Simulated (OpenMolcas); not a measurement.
Cl³⁺: effect of the active space

- Program: OpenMolcas
- Method: XMS-CASPT2 or its RAS form, IPEA 0.25 Eh, imaginary shift 0.1 Eh
- Basis: ANO-RCC-VTZP
- Scalar Hamiltonian: DKH2, point nucleus
- Spin-orbit coupling: RASSI with atomic mean-field integrals over the reference wave functions, term energies averaged over their components

A. 2 electrons in 3 orbitals (3p); 2S+1 = 3 even, 3 roots; 2S+1 = 1 even, 6 roots; closed shells correlated: 2s 2p 3s; CASPT2 step roughly 0.7 core-seconds
B. 4 electrons in 9 orbitals (RAS2 3s 3p; RAS3 3d, at most 2 electrons); 2S+1 = 3 even, 6 roots; 2S+1 = 1 even, 12 roots; 2S+1 = 5 odd, 1 root; 2S+1 = 3 odd, 9 roots; 2S+1 = 1 odd, 8 roots; closed shells correlated: 2s 2p; CASPT2 step about 22 core-seconds

Energies in cm-1 above 3s2 3p2 3P0, the measured ground level; measured values from Moore, Atomic Energy Levels, vol. I, NSRDS-NBS 35 (1971 reprint of NBS Circular 467, 1949).

| Level | A | B | Measured |
| --- | --- | --- | --- |
| 3s2 3p2 3P0 | 0.0 | 0.0 | 0.0 |
| 3s2 3p2 3P1 | 461 | 444 | 491 |
| 3s2 3p2 3P2 | 1273 | 1228 | 1341 |
| 3s2 3p2 1D2 | 13850 | 14130 | 13766 |
| 3s2 3p2 1S0 | 33900 | 33640 | 32550 |

Deviations, from unrounded energies. A percentage is the sum of absolute deviations over the sum of measured energies, with the sign that they share, or ± where signs differ.

```
                        Against measurement  Levels     A     B
             mean absolute deviation (cm-1)       4   380   400
      fine structure of the ground term (%)       2  -5.4  -8.8
other terms of the ground configuration (%)       2  +3.1  +3.1
```

A, B lie about equally close to measurement. The largest miss of A in the table is 3s2 3p2 1S0, by +1400 cm-1. The ranking rests on the paired levels alone, and a cruder setting can come out closer through cancelling errors.

The two smallest mean deviations differ by little beside CASPT2's spread within terms, so their order carries little weight.

Between A and B the level of the table that moves most is 3s2 3p2 1D2, by 280 cm-1 (lowest in A, highest in B). Moves below CASPT2's spread within the term are not significant.

CASPT2 breaks the degeneracy within a term, and the mean is taken; among the terms shown or strongly mixed into the levels shown the widest spread is 530 cm-1 (3s2 3p2 1D, A). With the s shell closed, the reference lacks s² → p² mixing (holds for A). Active for correlation alone: 3d; no level in the range computed is led by a configuration that fills it, so any true level of that kind is missing (holds for B). Computed and measured levels are paired by configuration, term and J; levels that our copy of the source lacks, or whose pairing is in doubt (as where it misses far off the trend of its configuration), stay unpaired and out of the deviations. Only configurations of the active space appear. The table leaves out levels that lie high or whose names do not pair safely across all columns.
